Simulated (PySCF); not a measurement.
# Computed structure and properties of Sm4S4

System: Sm4S4 (singlet in the valence; each metal's 4f electrons, 6 of them, lie in its core potential, out of spins and levels); start: template (Td). Method: PySCF 2.14.0, RKS BP86, Sm lcecp-0-SVP with ECP52, S def2-SVP; non-relativistic Hamiltonian with scalar-relativistic core potentials where named; density fitting; no spin-orbit coupling.

Input of the relaxation:

```python
mol = gto.M(atom='''
Sm     1.40650     1.40650     1.40650
Sm     1.40650    -1.40650    -1.40650
Sm    -1.40650     1.40650    -1.40650
Sm    -1.40650    -1.40650     1.40650
S      1.47680     1.47680    -1.47680
S      1.47680    -1.47680     1.47680
S     -1.47680     1.47680     1.47680
S     -1.47680    -1.47680    -1.47680''',
    basis={'Sm': 'lcecp-0-SVP', 'S': 'def2-SVP'},
    ecp={'Sm': 'lcecp-0-SVP'},
    charge=0, spin=0)
mf = dft.RKS(mol, xc='B88,P86')
mf.grids.atom_grid = (50, 194)  # f atoms: unpruned, at least (60, 302)
mf = mf.density_fit()  # fitting sets: Sm AutoAux, S def2-universal-JKFIT
mf.conv_tol = 1e-08; mf.max_cycle = 55
mf.kernel(dm0)  # dm0: converged density of the start geometry
# quasi-Newton relaxation in Cartesian coordinates to a largest gradient under 0.00045 Eh/bohr, steps kept in the point group
```

Run from Python with OMP_NUM_THREADS=4; the lines above give its settings. Where DIIS fails, smearing, a level shift and second-order steps follow.
It took 49 s on 4 threads of Arm Neoverse V2, with other jobs on the host, from the converged density of the start.

Course of the relaxation:

```
step  energy above end (eV)  largest force component within the symmetry (eV/Å)
   0                 0.0298                                               0.164
   1                 0.0174                                               0.126
   2                 0.0000                                               0.005
```

Relaxed geometry (Td):

```xyz
8

Sm    1.4015    1.4015    1.4015
Sm    1.4015   -1.4015   -1.4015
Sm   -1.4015    1.4015   -1.4015
Sm   -1.4015   -1.4015    1.4015
S     1.4495    1.4495   -1.4495
S     1.4495   -1.4495    1.4495
S    -1.4495    1.4495    1.4495
S    -1.4495   -1.4495   -1.4495
```

```tsv
contact	Å
S5–Sm1	2.852
S5–Sm2	2.852
S5–Sm3	2.852
S6–Sm1	2.852
S6–Sm2	2.852
S6–Sm4	2.852
S7–Sm1	2.852
S7–Sm3	2.852
S7–Sm4	2.852
S8–Sm2	2.852
S8–Sm3	2.852
```

On the finer grid (75, 302):

* HOMO: not given (4f levels lie in the core)
* LUMO: not given (4f levels lie in the core)
* Dipole about the centre of mass: 0.00 D
* Set of Mulliken populations of Sm1 outside the core potential: s 2.32, p 6.23, d 0.91, f 0.01
* D3(BJ) dispersion energy (not in the energies): -1.635 eV

```
atom  Mulliken (e)  Löwdin (e)  spin (e)
 Sm1          0.54        0.09      0.00
 Sm2          0.54        0.09      0.00
 Sm3          0.54        0.09      0.00
 Sm4          0.54        0.09      0.00
  S5         -0.54       -0.09      0.00
  S6         -0.54       -0.09      0.00
  S7         -0.54       -0.09      0.00
  S8         -0.54       -0.09      0.00
```

The 4f levels lie in the core potential and are missing. Their spin isn't counted.

On the grid (50, 194), as all that follows. Harmonic modes: a minimum; lowest 75 cm⁻¹ (negative: unstable), highest 240 cm⁻¹, zero-point energy 0.189 eV.

One start shape was tried, so this needn't be the lowest isomer.

An lcecp potential fixes the number of 4f electrons, so in runs with it no electron can move into or out of that shell.
